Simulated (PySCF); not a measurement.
## Ionisation energy of N²⁺ by level of theory

N²⁺ [He] 2s2 2p1 [2p1/2^1, M_J = 1/2] → N³⁺ [He] 2s2, as a difference of total energies. Computed with PySCF 2.14 in x2c-TZVPPall-2c (5s3p2d1f, 31 functions), with the two-component X2C-1e Hamiltonian. Correlated levels: 1s2 frozen. "Screened" scales the spin-orbit matrix elements by Boettger's factors to mimic the two-electron term; Breit and QED terms are absent.

```json
{"method": "GHF (spin-free)", "ionisation energy (eV)": "47.321"}
{"method": "GMP2 (spin-free)", "ionisation energy (eV)": "47.453"}
{"method": "GHF (screened spin-orbit)", "ionisation energy (eV)": "47.336"}
{"method": "GMP2 (screened spin-orbit)", "ionisation energy (eV)": "47.467"}
```

Problem. How much does correlation contribute at GMP2 (screened spin-orbit)?

Solution. 47.467 − (47.336) = 0.131 eV, measured against GHF (screened spin-orbit).

Errors of the correlated levels include the incompleteness of this basis and the frozen core.

For comparison: 47.445 eV (semi-empirical (NIST evaluation); NIST Atomic Spectra Database, ionization energies).
